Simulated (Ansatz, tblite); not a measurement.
Cost and result up the ladder for Rb3H3⁻ (the lowest doublet isomer of a short search) (6 atoms). Charge -1, multiplicity 2. Geometry: PBE0-D4/def2-TZVPD.

```xyz
6

Rb    0.572    1.995    0.628
Rb   -0.097   -1.602    1.268
Rb   -0.825   -0.831   -3.137
H     0.666    0.444    2.781
H    -2.008    0.408   -0.392
H     1.692   -0.415   -1.148
```

Ansatz on 4 threads of Arm Neoverse V2 on a shared host; xTB runs through tblite on one thread. Times are rough, summed over both states, and most runs start from the orbitals of an earlier one. CCSD(T)/def2-TZVPD serves as the yardstick here, not as an exact answer. Differences are given only for rows in sets of like size (and for xTB, whose basis is part of the method), since another set adds its own error. The other state is a quartet at its own geometry, which has other bonds, so the gap mixes isomer and spin.

In the def2 sets Rb takes a core potential, while STO-3G treats all electrons; there is no spin–orbit coupling. The xTB rows come from tblite. B3LYP takes the VWN-RPA correlation. Correlated methods freeze no core orbitals; core or outer-core shells of Rb are correlated, in sets that lack core-valence functions. HOMO above LUMO, or a gap near zero within one spin, warns that the state may not be the lowest or that an electron is smeared out. In the quartet geometry the species has come apart into loosely held pieces. In the quartet, H5 and H6 lie 0.75 Å apart (atoms count from 1), so H2 has formed as a molecule. Another isomer (doublet) lies 0.28 eV lower at LDA (SPW92)/def2-TZVPD.

Correlated methods converge slowly with the basis.

xTB has no spin-polarisation term.

| level | functions | wall time |
| --- | --- | --- |
| GFN2-xTB | 15 | 0.003 s |
| HF/STO-3G | 69 | 0.95 s |
| LDA (SPW92)/def2-TZVPD | 126 | 2.5 s |
| PBE-D4/def2-TZVPD | 126 | 5.8 s |
| B3LYP-D4/def2-TZVPD | 126 | 6.3 s |
| RPA@PBE/def2-TZVPD | 126 | 7.9 s |
| BLYP-D4/def2-TZVPD | 126 | 8.7 s |
| r2SCAN-D4/def2-TZVPD | 126 | 11 s |
| r2SCANh-D4/def2-TZVPD | 126 | 12 s |
| PBE0-D4/def2-TZVPD (with forces) | 126 | 15 s |
| ωB97M-V/def2-TZVPD | 126 | 28 s |
| CCSD(T)/def2-TZVPD | 126 | 100 s |

(1) Estimate what each level gives for the quartet − doublet (eV).

Answers

(1) 
```json
{"level": "GFN2-xTB", "quartet − doublet (eV)": "4.88", "difference from CCSD(T)/def2-TZVPD (eV)": "5.32", "remarks": "–"}
{"level": "HF/STO-3G", "quartet − doublet (eV)": "-1.16", "difference from CCSD(T)/def2-TZVPD (eV)": "–", "remarks": "HOMO above zero (doublet), HOMO above zero (quartet)"}
{"level": "LDA (SPW92)/def2-TZVPD", "quartet − doublet (eV)": "-0.19", "difference from CCSD(T)/def2-TZVPD (eV)": "0.25", "remarks": "HOMO above zero (doublet), HOMO above zero (quartet)"}
{"level": "PBE-D4/def2-TZVPD", "quartet − doublet (eV)": "-1.79", "difference from CCSD(T)/def2-TZVPD (eV)": "-1.35", "remarks": "HOMO above zero (doublet), HOMO above zero (quartet)"}
{"level": "B3LYP-D4/def2-TZVPD", "quartet − doublet (eV)": "-2.73", "difference from CCSD(T)/def2-TZVPD (eV)": "-2.29", "remarks": "HOMO above zero (doublet)"}
{"level": "RPA@PBE/def2-TZVPD", "quartet − doublet (eV)": "-0.53", "difference from CCSD(T)/def2-TZVPD (eV)": "-0.09", "remarks": "–"}
{"level": "BLYP-D4/def2-TZVPD", "quartet − doublet (eV)": "-3.32", "difference from CCSD(T)/def2-TZVPD (eV)": "-2.88", "remarks": "HOMO above zero (doublet), HOMO above zero (quartet), gap within one spin near zero (doublet)"}
{"level": "r2SCAN-D4/def2-TZVPD", "quartet − doublet (eV)": "-0.52", "difference from CCSD(T)/def2-TZVPD (eV)": "-0.08", "remarks": "HOMO above zero (doublet), HOMO above zero (quartet)"}
{"level": "r2SCANh-D4/def2-TZVPD", "quartet − doublet (eV)": "-0.59", "difference from CCSD(T)/def2-TZVPD (eV)": "-0.15", "remarks": "HOMO above zero (doublet)"}
{"level": "PBE0-D4/def2-TZVPD (with forces)", "quartet − doublet (eV)": "-1.66", "difference from CCSD(T)/def2-TZVPD (eV)": "-1.22", "remarks": "HOMO above zero (doublet)"}
{"level": "ωB97M-V/def2-TZVPD", "quartet − doublet (eV)": "0.14", "difference from CCSD(T)/def2-TZVPD (eV)": "0.58", "remarks": "–"}
{"level": "CCSD(T)/def2-TZVPD", "quartet − doublet (eV)": "-0.44", "difference from CCSD(T)/def2-TZVPD (eV)": "0.00", "remarks": "–"}
```
